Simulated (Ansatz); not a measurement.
Computed with Ansatz on PBE0-D4/def2-TZVP structures; ΔE is electronic, products minus reactants. CCSD(T)/CBS adds triple-zeta CCSD(T) − MP2 to the extrapolated MP2 energy (def2 sets, frozen cores). DFT in def2-TZVPP. def2 core potentials past Kr. For Sb outer-core shells are correlated without core-valence functions, which leaves a few kJ/mol of doubt a bond. One conformer a species, not always the lowest.

`[SiH3][CH2][SbH2]` + `F[SiH2]OP` → `P[O][SbH2]` + `F[SiH2]C[SiH3]`  (redistribution)

```
             level  ΔE (eV)
            B2PLYP     0.89
               PBE     0.77
SCS-MP2/def2-TZVPP     0.95
     HF/def2-QZVPP     0.95
```

(1) What does CCSD(T)/CBS give? (Best estimate.)

Largest T1 diagnostic among the species: 0.015.

## Answers

(1) The calculation gave: +0.91 eV. The listed levels differ from it by -0.02, -0.14, 0.04, 0.04 eV.

From PBE to PBE0 (25 % exact exchange), in def2-TZVPP and without D4, ΔE moves by +0.08 eV.
